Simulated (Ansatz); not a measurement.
Stepwise reaction of `[Cl][SnH2][Cl]` with hydrogen sulfide, as a gas-phase model of exchange steps in deposition or etching. ΔE in kJ/mol; ΔG adds harmonic PBE0-D4 terms to CCSD(T)/CBS, at 1 bar.

Computed with Ansatz on PBE0-D4/def2-TZVP structures; ΔE is electronic, products minus reactants. CCSD(T)/CBS adds triple-zeta CCSD(T) − MP2 to the extrapolated MP2 energy (def2 sets, frozen cores). This one scheme is used for every species. DFT in def2-TZVPP. B3LYP here is the variant with VWN-RPA as its local correlation; programs differ in this. Elements past krypton have def2 core potentials. For Sn outer-core shells are correlated without core-valence functions, which leaves a few kJ/mol of doubt a bond. One conformer a species, not always the lowest.

```json
{"step": "2", "reaction": "`[SH][SnH]([Cl])[Cl]` + H₂S → `[SH][Sn]([SH])([Cl])[Cl]` + H₂", "PBE-D4": "-51.3", "B3LYP-D4": "-47.7", "ωB97M-V": "-42.4", "CCSD(T)/CBS": "-48.2", "ΔG(600 K)": "-29.7"}
```

Give the row of step 1, `[Cl][SnH2][Cl]` + H₂S → `[SH][SnH]([Cl])[Cl]` + H₂. (Best estimate.)

Ansatz gave: 
| step | reaction | PBE-D4 | B3LYP-D4 | ωB97M-V | CCSD(T)/CBS | ΔG(600 K) |
| --- | --- | --- | --- | --- | --- | --- |
| 1 | `[Cl][SnH2][Cl]` + H₂S → `[SH][SnH]([Cl])[Cl]` + H₂ | -46.4 | -42.7 | -38.1 | -45.1 | -43.3 |

By hand: ΔE of the 2 steps together at CCSD(T)/CBS.

(-45.1) + (-48.2) = -93.3 kJ/mol, or -46.7 kJ/mol a step.

In ΔE the steps differ by no more than 3.1 kJ/mol. All are downhill at CCSD(T)/CBS. ΔG lies between -43.3 and -29.7 kJ/mol a step. PBE-D4 differs from CCSD(T)/CBS by -3.1 to -1.3 kJ/mol a step. Isolated molecules leave out the surface, adducts and barriers. Largest T1 diagnostic: 0.012.
